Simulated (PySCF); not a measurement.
B2N, neutral, multiplicity 2. Atoms are numbered in the order given.

```xyz
3

B      0.0000     0.0000     1.3108
N      0.0000     0.0000     0.0000
B      0.0000     0.0000    -1.3108
```
Charge 0, spin multiplicity 2.

The structure is a stationary point at B3LYP-D3(BJ)/def2-TZVP.

The numbers are results of B3LYP-D3(BJ)/def2-TZVP (PySCF), not measurements.

Frequencies are harmonic and unscaled.

Modes within 1.5 cm⁻¹ of each other (mostly degenerate sets) share a row, with their intensities summed.

Question: Give all harmonic wavenumbers and intensities. (The exact figures need the calculation; the answer reports its results.)

Answer: 
```tsv
mode	ν (cm⁻¹)	IR (km/mol)	moving atoms (share of kinetic energy)
1–2	125	0.5	N 61 %, B 39 %
3	1211	0.0	B 100 %
4	1346	5092.6	N 61 %, B 39 %
```
